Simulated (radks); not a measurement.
The numbers below are computed, except where a source is named.
The indium ion In+ inside a hard spherical wall (all orbitals vanish at R), configuration held at [Kr] 4d10 5s2 and not refilled when levels cross. Code: a radial shooting solver on a logarithmic mesh with Libxc functionals. Model: scalar-relativistic Kohn-Sham, PBEsol, spin-polarised, spherical densities, point nucleus. Eigenvalues in eV for spin up, with the zero of energy where the potential of the charges vanishes at infinity; a dash marks a level that is unbound or too diffuse for the functional's potential to be trusted. A positive occupied level is held by the wall or, in an anion where self-interaction has pushed it up, behind a barrier. The pressure on the wall is -dE/dV.

[
 {"R (bohr)": "free", "E (hartree)": "-5878.76231", "kinetic (hartree)": "6127.117", "e(4s)": "-127.00", "e(4p)": "-85.519", "e(4d)": "-26.073", "e(5s)": "-14.985", "e(5p, empty)": "-8.417", "e(6s, empty)": "-", "pressure (GPa)": "0"},
 {"R (bohr)": "15", "E (hartree)": "-5878.76231", "kinetic (hartree)": "6127.117", "e(4s)": "-127.00", "e(4p)": "-85.519", "e(4d)": "-26.073", "e(5s)": "-14.985", "e(5p, empty)": "-8.417", "e(6s, empty)": "-", "pressure (GPa)": "< 0.0001"},
 {"R (bohr)": "8", "E (hartree)": "-5878.76211", "kinetic (hartree)": "6127.120", "e(4s)": "-126.99", "e(4p)": "-85.507", "e(4d)": "-26.061", "e(5s)": "-14.974", "e(5p, empty)": "-8.365", "e(6s, empty)": "-1.948", "pressure (GPa)": "0.0128"},
 {"R (bohr)": "6", "E (hartree)": "-5878.75583", "kinetic (hartree)": "6127.178", "e(4s)": "-126.78", "e(4p)": "-85.294", "e(4d)": "-25.856", "e(5s)": "-14.753", "e(5p, empty)": "-7.814", "e(6s, empty)": "3.063", "pressure (GPa)": "0.711"},
 {"R (bohr)": "4", "E (hartree)": "-5878.58257", "kinetic (hartree)": "6128.168", "e(4s)": "-124.39", "e(4p)": "-82.934", "e(4d)": "-23.616", "e(5s)": "-11.310", "e(5p, empty)": "-2.160", "e(6s, empty)": "29.034", "pressure (GPa)": "44.4"},
 {"R (bohr)": "3.5", "E (hartree)": "-5878.33620", "kinetic (hartree)": "6129.365", "e(4s)": "-122.21", "e(4p)": "-80.811", "e(4d)": "-21.593", "e(5s)": "-7.526", "e(5p, empty)": "3.206", "e(6s, empty)": "48.335", "pressure (GPa)": "144"},
 {"R (bohr)": "3", "E (hartree)": "-5877.69258", "kinetic (hartree)": "6132.269", "e(4s)": "-117.92", "e(4p)": "-76.674", "e(4d)": "-17.537", "e(5s)": "0.819", "e(5p, empty)": "14.226", "e(6s, empty)": "83.218", "pressure (GPa)": "534"},
 {"R (bohr)": "2", "E (hartree)": "-5869.26295", "kinetic (hartree)": "6166.082", "e(4s)": "-88.547", "e(4p)": "-47.664", "e(4d)": "14.274", "e(5s)": "77.169", "e(5p, empty)": "103.60", "e(6s, empty)": "306.04", "pressure (GPa)": "14100"}
]
